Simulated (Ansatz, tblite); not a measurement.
Isomers of Sn3O3⁻ (doublet), found by a short tight-binding search and relaxed with B3LYP-D4/def2-SVPD in Ansatz.

In the def2 sets Sn takes a core potential; there is no spin–orbit coupling. The xTB rows come from tblite. Correlated methods freeze 15 core orbitals; core or outer-core shells of Sn are correlated, in sets that lack core-valence functions.

Run but left out: HF/def2-TZVPD, MP2/def2-TZVPD (A: ⟨S²⟩ 1.16, where a pure state has 0.75).

A: At PBE-D4/def2-TZVPD the highest occupied level of the charge -1 doublet lies above zero (up to 0.06 eV). It is a level of α spin, whose loss leaves a singlet; that state wasn't run at this geometry and level. The electron is either unbound and held by the finite basis, or the level is raised by self-interaction error. It holds 1 O–O bond. B: At PBE-D4/def2-TZVPD, r2SCAN-D4/def2-TZVPD the highest occupied level of the charge -1 doublet lies above zero (up to 0.27 eV). It is a level of α spin, whose loss leaves a singlet; that state wasn't run at this geometry and level. The electron is either unbound and held by the finite basis, or the level is raised by self-interaction error. C: At PBE-D4/def2-TZVPD, r2SCAN-D4/def2-TZVPD the highest occupied level of the charge -1 doublet lies above zero (up to 0.46 eV). It is a level of α spin, whose loss leaves a singlet; that state wasn't run at this geometry and level. The electron is either unbound and held by the finite basis, or the level is raised by self-interaction error. D: At PBE-D4/def2-TZVPD, r2SCAN-D4/def2-TZVPD, PBE0-D4/def2-TZVPD the highest occupied level of the charge -1 doublet lies above zero (up to 1.05 eV). It is a level of α spin, whose loss leaves a singlet; that state wasn't run at this geometry and level. The electron is either unbound and held by the finite basis, or the level is raised by self-interaction error. At PBE-D4/def2-TZVPD the gap within one spin of the charge -1 doublet nearly closes, so an electron or hole may be smeared out by delocalisation error.

Other spin states weren't relaxed.

A:

```xyz
6

Sn    1.297    1.766   -0.676
Sn   -1.166    0.155   -1.382
Sn    1.308   -0.703    1.028
O    -1.623   -0.607    0.526
O     0.858   -0.441   -1.036
O    -0.675   -0.170    1.541
```

B:

Cartesian coordinates in Å:
```
Sn -0.4176 0.2439 1.9599
Sn -0.2095 1.0750 -1.1708
Sn 1.0357 -1.7292 -0.1119
O 1.1663 0.3279 0.5056
O -1.5202 1.0365 0.4534
O -0.0548 -0.9541 -1.6362
```

C:

Cartesian coordinates in Å:
```
Sn -1.1922 1.6246 -0.3201
Sn -1.1299 -1.6441 -0.4281
Sn 1.8513 0.0044 0.9355
O 0.6457 -1.5829 0.6404
O -0.7605 0.0375 -1.5721
O 0.5856 1.5605 0.7444
```

D:

```xyz
6

Sn   -1.959    0.328   -0.992
Sn    0.501    1.153    1.834
Sn    1.398   -1.418   -0.804
O     1.635   -0.279    0.822
O    -0.410   -0.963   -1.530
O    -1.165    1.180    0.670
```

**Question.** Estimate their order by electronic energy at B2PLYP/def2-TZVPD, counted from the lowest.

**Answer.** B (0.00) < C (0.20) < D (0.47) < A (4.06), in eV.

**Question.** Do the other levels pick the same lowest one?

**Answer.** Not GFN2-xTB. Energies above each level's lowest (eV):

| level | A | B | C | D |
| --- | --- | --- | --- | --- |
| GFN1-xTB | 4.59 | 0.00 | 0.17 | 0.27 |
| GFN2-xTB | 2.86 | 0.11 | 0.06 | 0.00 |
| PBE-D4/def2-TZVPD | 3.56 | 0.00 | 0.16 | 0.44 |
| r2SCAN-D4/def2-TZVPD | 3.87 | 0.00 | 0.28 | 0.57 |
| PBE0-D4/def2-TZVPD | 3.79 | 0.00 | 0.24 | 0.55 |
| B2PLYP/def2-TZVPD | 4.06 | 0.00 | 0.20 | 0.47 |
| RPA@PBE/def2-TZVPD | 3.92 | 0.00 | 0.28 | 0.48 |
Point groups (tolerance 0.1 Å): A not assigned, B Cs, C Cs, D not assigned. Lower isomers may exist.
